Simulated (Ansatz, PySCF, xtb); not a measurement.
Torsion H3–S1–Pb2–H4 in H2PbS (SMILES [SH][PbH]); at each angle all else is relaxed with GFN2-xTB, and the levels are single points there.
Geometry at 180° (charge 0, multiplicity 1):
```xyz
4

S     -1.308     0.686     0.267
Pb     1.147     0.667    -0.241
H     -1.601    -0.547    -0.127
H      1.384     2.385     0.343
```

On the grid 0° to 330°, 270° is the highest and 180° the lowest point at wB97M-V/def2-TZVPP.

Programs: Ansatz (Gaussian basis) for Hartree–Fock, density functionals and correlated methods; PySCF for the dispersion terms; xtb for the GFN methods.  In def2 rows elements past Kr take small-core potentials, without spin–orbit coupling.

### Question
What is the computed energy at 270° less that at 180° (GFN-FF)?

### Answer
7 kJ/mol

### Question
Predict the energy at 270° less that at 180° from B3LYP-D3(BJ)/def2-TZVPP.

### Answer
44 kJ/mol

### Question
Estimate the energy at 270° less that at 180° that GFN1-xTB returns for this input.

### Answer
35 kJ/mol

Ansatz is a first-principles code.
